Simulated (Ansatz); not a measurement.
`O[SiH2]/C=[CH]\[GeH2][OH]`, relaxed with RKS PBE0-D4/def2-TZVP in Ansatz from a GFN2-xTB geometry. The force threshold is 0.005 eV/Å; the program also tests the step.

The species carries charge 0 and has multiplicity 1.

Start:

```xyz
14

O     0.604    0.969    1.303
Si   -0.496    0.013    2.038
C    -1.138   -0.990    0.594
C    -0.702   -0.865   -0.655
Ge    0.673    0.343   -1.325
O     0.641   -0.142   -3.024
H     1.127    1.598    1.791
H     0.180   -0.811    3.044
H    -1.532    0.855    2.646
H    -1.918   -1.717    0.803
H    -1.125   -1.483   -1.439
H     0.367    1.822   -1.297
H     2.087    0.116   -0.845
H     1.230    0.292   -3.634
```

Problem. How much energy does the relaxation release, and in how many steps? (Estimate.)

Solution. Ansatz gave: 2.53 kcal/mol, in 20 steps, 2 of them rejected.

Problem. Which bonds change most? (Best estimate.)

Solution. The calculation gave: Ge5–H13 from 1.510 to 1.542 Å; Ge5–O6 from 1.766 to 1.796 Å; Ge5–H12 from 1.511 to 1.538 Å; Si2–H8 from 1.466 to 1.491 Å.

Problem. Give the relaxed structure. (Best estimate.)

Solution. Computed: 
```xyz
14

O     0.494    1.190    1.367
Si   -0.505    0.047    2.025
C    -1.139   -0.943    0.597
C    -0.704   -0.817   -0.657
Ge    0.666    0.360   -1.377
O     0.686   -0.256   -3.064
H     1.302    1.409    1.832
H     0.253   -0.795    2.993
H    -1.632    0.684    2.760
H    -1.927   -1.672    0.796
H    -1.140   -1.444   -1.436
H     0.292    1.851   -1.419
H     2.073    0.154   -0.781
H     1.281    0.231   -3.635
```
